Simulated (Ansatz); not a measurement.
Ansatz (an electronic-structure program) input file for Sn(Me)2(Cl)2 (C2H6Cl2Sn), SMILES [CH3][Sn]([CH3])([Cl])[Cl], B3LYP-D3(BJ)/def2-SVP. 

Ansatz 0.2 input:
```yaml
crystal:
  periodic: [false, false, false]
  atoms:
    - {symbol: C, position_ang: [1.80691300, -1.51236048, 0.13857252]}
    - {symbol: Sn, position_ang: [-0.01598672, -0.26856078, -0.04570800]}
    - {symbol: C, position_ang: [-1.96150839, -1.17634478, -0.59118826]}
    - {symbol: Cl, position_ang: [0.44022069, 1.41620014, -1.59325398]}
    - {symbol: Cl, position_ang: [-0.30819972, 0.85500748, 1.97714454]}
    - {symbol: H, position_ang: [1.62083406, -2.31380872, 0.84302122]}
    - {symbol: H, position_ang: [2.60987749, -0.87907689, 0.49816098]}
    - {symbol: H, position_ang: [2.05795386, -1.91482980, -0.83512652]}
    - {symbol: H, position_ang: [-2.58013476, -0.40618868, -1.03747979]}
    - {symbol: H, position_ang: [-2.43124924, -1.55841636, 0.30688796]}
    - {symbol: H, position_ang: [-1.79472977, -1.97793810, -1.30050892]}
basis:
  gaussian:
    orbitals: def2-SVP
hamiltonian:
  xc: b3lyp
  dispersion: d3bj
relax: {f_tol: 0.002, max_steps: 200}
```

It prints:

```
[...]
these checks for a lower state are left out or cut short: starts, cluster_reference, orbital_swaps, neighbouring_geometries, increment
integrals: 0.09 GiB planned
1358 factors; integrals over basis functions are off by at most 2.8e-4 eV
mean field: 0.68 GiB planned
mean field -33044.70546591 eV, -1214.3705273664 hartree, gradient 2.7e-5 eV, S^2 0.000000; 0 other end points of the search recorded, 0 dependent functions left out
the calculation of the forces begins
reference -33044.70574899 eV, -1214.3705377695 hartree; 37, 37 occupied and 83, 83 virtual orbitals, 1358 factors
relax step  25: F+E_penalty+E_count = -33045.23132561 eV  Δ(F+E_penalty+E_count) = -7.078e-6 eV  max|allowed force component| = 1.695e-2 eV/Å  Δτ_max = 0.0178 Å  (22 SCF iters, accepted)
these checks for a lower state are left out or cut short: starts, cluster_reference, orbital_swaps, neighbouring_geometries, increment
integrals: 0.09 GiB planned
1358 factors; integrals over basis functions are off by at most 2.8e-4 eV
mean field: 0.69 GiB planned
mean field -33044.70541897 eV, -1214.3705256414 hartree, gradient 2.1e-5 eV, S^2 0.000000; 0 other end points of the search recorded, 0 dependent functions left out
the calculation of the forces begins
reference -33044.70570193 eV, -1214.3705360401 hartree; 37, 37 occupied and 83, 83 virtual orbitals, 1358 factors
relax step  26: F+E_penalty+E_count = -33045.23126081 eV  Δ(F+E_penalty+E_count) = +6.481e-5 eV  max|allowed force component| = 4.074e-2 eV/Å  Δτ_max = 0.0340 Å  (29 SCF iters, rejected (line search))
these checks for a lower state are left out or cut short: starts, cluster_reference, orbital_swaps, neighbouring_geometries, increment
integrals: 0.09 GiB planned
1358 factors; integrals over basis functions are off by at most 2.8e-4 eV
mean field: 0.68 GiB planned
mean field -33044.70549733 eV, -1214.3705285209 hartree, gradient 2.0e-5 eV, S^2 0.000000; 0 other end points of the search recorded, 0 dependent functions left out
the calculation of the forces begins
reference -33044.70578038 eV, -1214.3705389230 hartree; 37, 37 occupied and 83, 83 virtual orbitals, 1358 factors
relax step  27: F+E_penalty+E_count = -33045.23134568 eV  Δ(F+E_penalty+E_count) = -2.006e-5 eV  max|allowed force component| = 8.902e-3 eV/Å  Δτ_max = 0.0077 Å  (22 SCF iters, accepted)
these checks for a lower state are left out or cut short: starts, cluster_reference, orbital_swaps, neighbouring_geometries, increment
integrals: 0.09 GiB planned
1358 factors; integrals over basis functions are off by at most 2.8e-4 eV
mean field: 0.69 GiB planned
mean field -33044.70537350 eV, -1214.3705239705 hartree, gradient 9.4e-6 eV, S^2 0.000000; 0 other end points of the search recorded, 0 dependent functions left out
the calculation of the forces begins
reference -33044.70565656 eV, -1214.3705343725 hartree; 37, 37 occupied and 83, 83 virtual orbitals, 1358 factors
relax step  28: F+E_penalty+E_count = -33045.23129234 eV  Δ(F+E_penalty+E_count) = +5.334e-5 eV  max|allowed force component| = 1.760e-2 eV/Å  Δτ_max = 0.0179 Å  (23 SCF iters, rejected (line search))
these checks for a lower state are left out or cut short: starts, cluster_reference, orbital_swaps, neighbouring_geometries, increment
integrals: 0.09 GiB planned
1358 factors; integrals over basis functions are off by at most 2.8e-4 eV
mean field: 0.69 GiB planned
mean field evaluation 192: about -33044.7051 eV, gradient 3.0e-1 eV
mean field -33044.70549720 eV, -1214.3705285162 hartree, gradient 1.9e-5 eV, S^2 0.000000; 0 other end points of the search recorded, 0 dependent functions left out
the calculation of the forces begins
reference -33044.70578023 eV, -1214.3705389173 hartree; 37, 37 occupied and 83, 83 virtual orbitals, 1358 factors
relax step  29: F+E_penalty+E_count = -33045.23135891 eV  Δ(F+E_penalty+E_count) = -1.323e-5 eV  max|allowed force component| = 1.728e-3 eV/Å  Δτ_max = 0.0087 Å  (22 SCF iters, accepted)
these checks for a lower state are left out or cut short: starts, cluster_reference, orbital_swaps, neighbouring_geometries, increment
integrals: 0.09 GiB planned
1358 factors; integrals over basis functions are off by at most 2.8e-4 eV
mean field: 0.68 GiB planned
mean field -33044.70549809 eV, -1214.3705285488 hartree, gradient 2.6e-5 eV, S^2 0.000000; 0 other end points of the search recorded, 0 dependent functions left out
the calculation of the forces begins
reference -33044.70578105 eV, -1214.3705389477 hartree; 37, 37 occupied and 83, 83 virtual orbitals, 1358 factors
relax step  30: F+E_penalty+E_count = -33045.23136172 eV  Δ(F+E_penalty+E_count) = -2.808e-6 eV  max|allowed force component| = 6.116e-3 eV/Å  Δτ_max = 0.0155 Å  (22 SCF iters, accepted)
these checks for a lower state are left out or cut short: starts, cluster_reference, orbital_swaps, neighbouring_geometries, increment
integrals: 0.09 GiB planned
1358 factors; integrals over basis functions are off by at most 2.8e-4 eV
mean field: 0.68 GiB planned
mean field -33044.70553857 eV, -1214.3705300366 hartree, gradient 2.1e-5 eV, S^2 0.000000; 0 other end points of the search recorded, 0 dependent functions left out
the calculation of the forces begins
reference -33044.70582143 eV, -1214.3705404314 hartree; 37, 37 occupied and 83, 83 virtual orbitals, 1358 factors
relax step  31: F+E_penalty+E_count = -33045.23136083 eV  Δ(F+E_penalty+E_count) = +8.832e-7 eV  max|allowed force component| = 1.808e-2 eV/Å  Δτ_max = 0.0229 Å  (30 SCF iters, rejected (line search))
these checks for a lower state are left out or cut short: starts, cluster_reference, orbital_swaps, neighbouring_geometries, increment
integrals: 0.09 GiB planned
1358 factors; integrals over basis functions are off by at most 2.8e-4 eV
mean field: 0.68 GiB planned
mean field -33044.70554997 eV, -1214.3705304556 hartree, gradient 8.1e-6 eV, S^2 0.000000; 0 other end points of the search recorded, 0 dependent functions left out
the calculation of the forces begins
reference -33044.70583287 eV, -1214.3705408519 hartree; 37, 37 occupied and 83, 83 virtual orbitals, 1358 factors
relax step  32: F+E_penalty+E_count = -33045.23136831 eV  Δ(F+E_penalty+E_count) = -6.593e-6 eV  max|allowed force component| = 6.832e-3 eV/Å  Δτ_max = 0.0104 Å  (23 SCF iters, accepted)
these checks for a lower state are left out or cut short: starts, cluster_reference, orbital_swaps, neighbouring_geometries, increment
integrals: 0.09 GiB planned
1358 factors; integrals over basis functions are off by at most 2.8e-4 eV
mean field: 0.68 GiB planned
mean field -33044.70554527 eV, -1214.3705302826 hartree, gradient 1.0e-5 eV, S^2 0.000000; 0 other end points of the search recorded, 0 dependent functions left out
the calculation of the forces begins
reference -33044.70582813 eV, -1214.3705406775 hartree; 37, 37 occupied and 83, 83 virtual orbitals, 1358 factors
relax step  33: F+E_penalty+E_count = -33045.23138112 eV  Δ(F+E_penalty+E_count) = -1.281e-5 eV  max|allowed force component| = 4.097e-3 eV/Å  Δτ_max = 0.0117 Å  (23 SCF iters, accepted)
these checks for a lower state are left out or cut short: starts, cluster_reference, orbital_swaps, neighbouring_geometries, increment
integrals: 0.09 GiB planned
1358 factors; integrals over basis functions are off by at most 2.8e-4 eV
mean field: 0.68 GiB planned
mean field evaluation 224: about -33044.7055 eV, gradient 1.3e-3 eV
mean field -33044.70554196 eV, -1214.3705301612 hartree, gradient 2.3e-5 eV, S^2 0.000000; 0 other end points of the search recorded, 0 dependent functions left out
the calculation of the forces begins
reference -33044.70582476 eV, -1214.3705405540 hartree; 37, 37 occupied and 83, 83 virtual orbitals, 1358 factors
relax step  34: F+E_penalty+E_count = -33045.23136872 eV  Δ(F+E_penalty+E_count) = +1.240e-5 eV  max|allowed force component| = 1.336e-2 eV/Å  Δτ_max = 0.0172 Å  (22 SCF iters, rejected (line search))
these checks for a lower state are left out or cut short: starts, cluster_reference, orbital_swaps, neighbouring_geometries, increment
integrals: 0.09 GiB planned
1358 factors; integrals over basis functions are off by at most 2.8e-4 eV
mean field: 0.68 GiB planned
mean field -33044.70554113 eV, -1214.3705301306 hartree, gradient 2.1e-5 eV, S^2 0.000000; 0 other end points of the search recorded, 0 dependent functions left out
the calculation of the forces begins
reference -33044.70582398 eV, -1214.3705405252 hartree; 37, 37 occupied and 83, 83 virtual orbitals, 1358 factors
relax step  35: F+E_penalty+E_count = -33045.23138099 eV  Δ(F+E_penalty+E_count) = +1.249e-7 eV  max|allowed force component| = 3.804e-3 eV/Å  Δτ_max = 0.0085 Å  (22 SCF iters, rejected (line search))
these checks for a lower state are left out or cut short: starts, cluster_reference, orbital_swaps, neighbouring_geometries, increment
integrals: 0.09 GiB planned
1358 factors; integrals over basis functions are off by at most 2.8e-4 eV
mean field: 0.68 GiB planned
mean field -33044.70555826 eV, -1214.3705307603 hartree, gradient 2.6e-5 eV, S^2 0.000000; 0 other end points of the search recorded, 0 dependent functions left out
the calculation of the forces begins
reference -33044.70584110 eV, -1214.3705411544 hartree; 37, 37 occupied and 83, 83 virtual orbitals, 1358 factors
relax step  36: F+E_penalty+E_count = -33045.23138495 eV  Δ(F+E_penalty+E_count) = -3.832e-6 eV  max|allowed force component| = 2.101e-3 eV/Å  Δτ_max = 0.0042 Å  (21 SCF iters, accepted)
these checks for a lower state are left out or cut short: starts, cluster_reference, orbital_swaps, neighbouring_geometries, increment
integrals: 0.09 GiB planned
1358 factors; integrals over basis functions are off by at most 2.8e-4 eV
mean field: 0.68 GiB planned
mean field -33044.70556553 eV, -1214.3705310273 hartree, gradient 8.5e-6 eV, S^2 0.000000; 0 other end points of the search recorded, 0 dependent functions left out
the calculation of the forces begins
reference -33044.70584834 eV, -1214.3705414205 hartree; 37, 37 occupied and 83, 83 virtual orbitals, 1358 factors
relax step  37: F+E_penalty+E_count = -33045.23139108 eV  Δ(F+E_penalty+E_count) = -6.133e-6 eV  max|allowed force component| = 1.798e-3 eV/Å  Δτ_max = 0.0098 Å  (22 SCF iters, accepted)
integrals: 0.09 GiB planned
1358 factors; integrals over basis functions are off by at most 2.8e-4 eV
mean field: 0.68 GiB planned
mean field evaluation 256: about -33044.7056 eV, gradient 1.4e-2 eV
mean field -33044.70556553 eV, -1214.3705310273 hartree, gradient 8.5e-6 eV, S^2 0.000000; 1 other end points of the search recorded, 0 dependent functions left out
the calculation of the forces begins
reference -33044.70584834 eV, -1214.3705414205 hartree; 37, 37 occupied and 83, 83 virtual orbitals, 1358 factors
Total energy: -33045.23167390 eV, -1214.3898651532 hartree
Atom 0 at     1.750472    -1.500181     0.163890 Å, force     0.000174     0.000098    -0.000177 eV/Å
Atom 1 at    -0.013113    -0.291804    -0.068112 Å, force    -0.000435     0.000198    -0.000218 eV/Å
Atom 2 at    -1.908182    -1.167618    -0.584176 Å, force    -0.001798    -0.000771    -0.000278 eV/Å
Atom 3 at     0.473629     1.342704    -1.720705 Å, force     0.000277    -0.000096    -0.000109 eV/Å
Atom 4 at    -0.322491     0.890342     1.968203 Å, force    -0.000079    -0.000092     0.000022 eV/Å
Atom 5 at     1.563596    -2.278418     0.916962 Å, force    -0.000072     0.000149    -0.000001 eV/Å
Atom 6 at     2.570182    -0.849101     0.495453 Å, force     0.000059    -0.000122    -0.000010 eV/Å
Atom 7 at     2.004888    -1.959917    -0.801211 Å, force    -0.000070     0.000028     0.000145 eV/Å
Atom 8 at    -2.619307    -0.353873    -0.779195 Å, force     0.001631    -0.001555     0.000609 eV/Å
Atom 9 at    -2.263361    -1.782260     0.254615 Å, force     0.000485     0.000867    -0.001698 eV/Å
Atom 10 at    -1.792322    -1.786189    -1.485201 Å, force    -0.000173     0.001296     0.001715 eV/Å
Dipole moment:    -0.049778    -0.792953    -0.108100 e Å
```

The calculation finished and met its thresholds.

Cost: very roughly 4 core-minutes.
